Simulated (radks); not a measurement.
Results of a calculation; reference values are marked as such.
All-electron atom: the zinc ion Zn+ in [Ar] 3d10 4s0.5 4p0.5 (fractional occupations, a model configuration). Level of theory: scalar-relativistic Kohn-Sham, PBE, spin-polarised, spherical densities, point nucleus; open shells are filled with parallel spins first (a radial shooting solver on a logarithmic mesh with Libxc functionals).

Radial electron density D(r) = 4 pi r^2 rho(r):

```
   r/bohr * D(r) (the largest magnitude, 42, reaches the edge; | marks zero)
 0.004412 |    *
 0.005837 |       *
 0.007723 |           *
  0.01014 |                 *
  0.01341 |                         *
  0.01775 |                                  *
   0.0233 |                                         *
  0.03082 |                                              *
  0.04078 |                                              *
  0.05353 |                                          *
  0.07083 |                                     *
  0.09371 |                                        *
    0.123 |                                                 *
   0.1628 |                                                      *
   0.2153 |                                             *
   0.2827 |                              *
    0.374 |                        *
   0.4948 |                              *
   0.6495 |                              *
   0.8594 |                    *
    1.137 |         *
    1.493 |   *
    1.975 | *
    2.613 |*
     3.43 *
    4.538 *
    6.004 *
    7.881 *
```

D(r) has 3 maxima, at r = 0.0350, 0.159, 0.571 bohr, and minima at 0.0749, 0.359 bohr, inside which lie 2.09, 10.91 electrons.
